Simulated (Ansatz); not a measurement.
```xyz
2

H     0.0000    0.0000   -0.8944
F     0.0000    0.0000    0.0994
```

Basis set: 6-31G* (spherical functions). Left uncorrelated: 1 orbital. Charge 0, multiplicity 1.

Computed with Ansatz (development build ahead of 0.2.0); each method stands on the lowest determinant of its kind that the runs found. Restricted open shells among the atoms or ions are ROHF, correlated in semicanonical orbitals with singles.

The atomization energy at this shape (free ground-state atoms in the same class of orbitals less the molecule, no zero-point energy) of singlet HF:

```csv
method,atomization energy
RHF,355.8 kJ/mol
```

What does RHF-MP2 give?

506.0 kJ/mol.
